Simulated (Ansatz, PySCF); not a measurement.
GeH₂ClBr, SMILES [Cl][GeH2][Br].

The structure is a stationary point at r2SCAN-D4/def2-SVP.

Vertical ionisation energy (IE) and electron affinity (EA) in eV. Rows of orbital energies are one-electron estimates. Where ΔSCF, EOM or ADC give a negative EA the extra electron is unbound and the value depends on the basis.

```json
[
 {"level": "−ε(HOMO), −ε(LUMO), M06-2X/def2-TZVPD (PySCF)", "IE": "9.85", "EA": "0.32"},
 {"level": "−ε(HOMO), −ε(LUMO), PBE/def2-TZVPD (PySCF)", "IE": "7.35", "EA": "2.16"},
 {"level": "ΔSCF, CAM-B3LYP/def2-SVPD (Ansatz), final states of multiplicity 2 and 2", "IE": "11.03", "EA": "-0.34"},
 {"level": "ΔSCF, PBE/def2-SVPD (Ansatz), final states of multiplicity 2 and 2", "IE": "10.36", "EA": "-0.18"}
]
```

Task: What vertical singlet–triplet gap does ΔSCF give with CAM-B3LYP/def2-SVPD (Ansatz, a quantum-chemistry and plane-wave program) and with PBE/def2-SVPD (Ansatz)? (The exact figures need the calculation; the answer reports its results.)

Result: 5.82 and 5.19 eV (triplet above singlet where positive).
